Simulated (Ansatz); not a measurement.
Ansatz (a quantum-chemistry and plane-wave program) input (CCSD(T)/aug-cc-pVDZ):

Ansatz 0.2 input:
```yaml
crystal:
  periodic: [false, false, false]
  atoms:
    - {symbol: C, position_ang: [0.16671378, -1.85067917, -0.06703296]}
    - {symbol: C, position_ang: [-0.19441182, -0.40141801, -0.02700461]}
    - {symbol: O, position_ang: [0.71732452, 0.49043418, 0.49546829]}
    - {symbol: C, position_ang: [1.08771892, 0.28275393, 1.84904155]}
    - {symbol: O, position_ang: [-0.70817646, 0.03762481, -1.20525154]}
    - {symbol: C, position_ang: [-1.15649752, 1.39085567, -1.23724142]}
    - {symbol: H, position_ang: [0.39136574, -2.23305218, 0.92795491]}
    - {symbol: H, position_ang: [-0.66651761, -2.42091114, -0.47390139]}
    - {symbol: H, position_ang: [1.04545406, -2.02027375, -0.70614837]}
    - {symbol: H, position_ang: [1.71729349, -0.60417013, 1.96295767]}
    - {symbol: H, position_ang: [0.20236164, 0.17946620, 2.48291346]}
    - {symbol: H, position_ang: [1.65475132, 1.15994431, 2.15419457]}
    - {symbol: H, position_ang: [-1.85991279, 1.57983917, -0.42165700]}
    - {symbol: H, position_ang: [-1.65834439, 1.51923202, -2.19382361]}
    - {symbol: H, position_ang: [-0.32077610, 2.08637912, -1.16079976]}
basis:
  gaussian:
    orbitals: aug-cc-pVDZ
magnetization: {spin_polarized: true, initial_magnetization: 1}
correlation: {method: ccsd_t, electrons: outside_noble_gas}
output: {forces: true}
```

Output:

```
Functional definition: HF
integrals: 2.15 GiB planned
2145 factors; integrals over basis functions are off by at most 5.7e-4 eV
1.03 GiB of device memory are held for the factors and their scratch space
mean field: 1.37 GiB planned
mean field evaluation 1: about -8333.3885 eV, gradient 2.8e1 eV
mean field evaluation 2: about -8333.3897 eV, gradient 2.8e1 eV
mean field evaluation 4: about -8337.7279 eV, gradient 4.1e0 eV
mean field evaluation 8: about -8337.8550 eV, gradient 2.4e-1 eV
mean field evaluation 16: about -8337.8336 eV, gradient 1.2e0 eV
mean field evaluation 32: about -8333.5290 eV, gradient 5.9e0 eV
mean field -8337.85623688 eV, -306.4105651035 hartree, gradient 2.0e-6 eV, S^2 0.758103; 0 other end points of the search recorded, 0 dependent functions left out
6 core orbitals not correlated
reference -8337.85623688 eV, -306.4105651035 hartree; 19, 18 occupied and 194, 195 virtual orbitals, 2145 factors
densities: 20.43 GiB planned
second order -26.14884742 eV of doubles, -0.00000000 eV of singles
coupled cluster: 14.02 GiB planned
cycle   1  -26.95417742 eV  change   -8.1e-1 eV  update   1.2e-1
cycle   2  -27.66334771 eV  change   -7.1e-1 eV  update   3.7e-2
cycle   3  -27.85802736 eV  change   -1.9e-1 eV  update   2.3e-2
cycle   4  -27.85792923 eV  change    9.8e-5 eV  update   8.5e-3
cycle   5  -27.85542610 eV  change    2.5e-3 eV  update   4.9e-3
cycle   6  -27.85699854 eV  change   -1.6e-3 eV  update   1.9e-3
cycle   7  -27.85680903 eV  change    1.9e-4 eV  update   8.3e-4
cycle   8  -27.85678241 eV  change    2.7e-5 eV  update   3.2e-4
cycle   9  -27.85689365 eV  change   -1.1e-4 eV  update   1.7e-4
cycle  10  -27.85683883 eV  change    5.5e-5 eV  update   7.1e-5
cycle  11  -27.85683154 eV  change    7.3e-6 eV  update   3.3e-5
cycle  12  -27.85685440 eV  change   -2.3e-5 eV  update   1.5e-5
cycle  13  -27.85686130 eV  change   -6.9e-6 eV  update   6.3e-6
cycle  14  -27.85686624 eV  change   -4.9e-6 eV  update   2.9e-6
perturbative correction -0.92404455 eV, -0.0339580108 hartree
the calculation of the forces begins
mean field evaluation 64: about -8337.8550 eV, gradient 2.9e-2 eV
1.03 GiB of device memory are held for the factors and their scratch space
Total energy: -8366.63714767 eV, -307.4682440667 hartree
Atom 0 at     0.166714    -1.850679    -0.067033 Å, force     0.093696    -0.063736    -0.076588 eV/Å
Atom 1 at    -0.194412    -0.401418    -0.027005 Å, force    -0.400159    -0.042638     0.592568 eV/Å
Atom 2 at     0.717325     0.490434     0.495468 Å, force     0.336563     0.640530    -0.455498 eV/Å
Atom 3 at     1.087719     0.282754     1.849042 Å, force    -0.048176    -0.165526     0.093116 eV/Å
Atom 4 at    -0.708176     0.037625    -1.205252 Å, force    -0.038570    -0.398103    -0.717779 eV/Å
Atom 5 at    -1.156498     1.390856    -1.237241 Å, force     0.043050     0.089608     0.141041 eV/Å
Atom 6 at     0.391366    -2.233052     0.927955 Å, force     0.086043    -0.146991     0.457771 eV/Å
Atom 7 at    -0.666518    -2.420911    -0.473901 Å, force    -0.388318    -0.237057    -0.172669 eV/Å
Atom 8 at     1.045454    -2.020274    -0.706148 Å, force     0.346856    -0.028618    -0.254497 eV/Å
Atom 9 at     1.717293    -0.604170     1.962958 Å, force     0.267653    -0.373958     0.043226 eV/Å
Atom 10 at     0.202362     0.179466     2.482913 Å, force    -0.385417    -0.039990     0.261350 eV/Å
Atom 11 at     1.654751     1.159944     2.154195 Å, force     0.237577     0.382252     0.112966 eV/Å
Atom 12 at    -1.859913     1.579839    -0.421657 Å, force    -0.303733     0.061106     0.354917 eV/Å
Atom 13 at    -1.658344     1.519232    -2.193824 Å, force    -0.214148     0.030803    -0.411640 eV/Å
Atom 14 at    -0.320776     2.086379    -1.160800 Å, force     0.367082     0.292318     0.031716 eV/Å
Dipole moment:     0.042421     0.046297     0.267705 e Å
```

It need not be the lowest isomer of its formula.
